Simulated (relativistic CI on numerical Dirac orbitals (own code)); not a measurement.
# Slater and spin-orbit integrals, Se20+

Method of calculation: Dirac-Coulomb-Breit CI, orbitals from a KLI potential per configuration, a model potential for QED, unscaled Slater integrals (own radial code, finite nucleus).

Slater integrals F^k, G^k are unscaled and averaged over j, outside the closed core [Ne]; ζ comes from projecting the Hamiltonian with its Breit term on Σ l·s of the shell.

- 3s²3p²: F^2(3p,3p) = 208080, ζ(3p) = 48264 cm⁻¹; <r>(3p) = 0.4791, <r^2>(3p) = 0.2644 (bohr units).
- 3s3p³: F^2(3p,3p) = 207930, G^1(3s,3p) = 265080, ζ(3p) = 48219 cm⁻¹; <r>(3s) = 0.49, <r^2>(3s) = 0.2728, <r>(3p) = 0.4795, <r^2>(3p) = 0.2648 (bohr units).
- 3s²3p3d: ζ(3p) = 48177, F^2(3p,3d) = 208070, G^1(3p,3d) = 226470, G^3(3p,3d) = 150390, ζ(3d) = 5094.5 cm⁻¹; <r>(3p) = 0.4799, <r^2>(3p) = 0.2652, <r>(3d) = 0.433, <r^2>(3d) = 0.2173 (bohr units).

Averages of the first 10 configurations, taken without configuration mixing, which lowers the lowest level and can move excited configurations by several eV; other configurations of the list can lie among them:

```
Configuration  Parity  States  Average energy above the lowest level (eV)
       3s²3p²    even      15                                        16.5
        3s3p³     odd      40                                        78.3
      3s²3p3d     odd      60                                       103.2
          3p⁴    even      15                                       149.0
      3s3p²3d    even     300                                       161.0
        3p³3d     odd     200                                       227.9
      3s3p3d²     odd     540                                       247.0
      3s²3d4p     odd      60                                       504.5
        3p³4s     odd      40                                       519.3
      3s²3p4s     odd      12                                       393.1
```
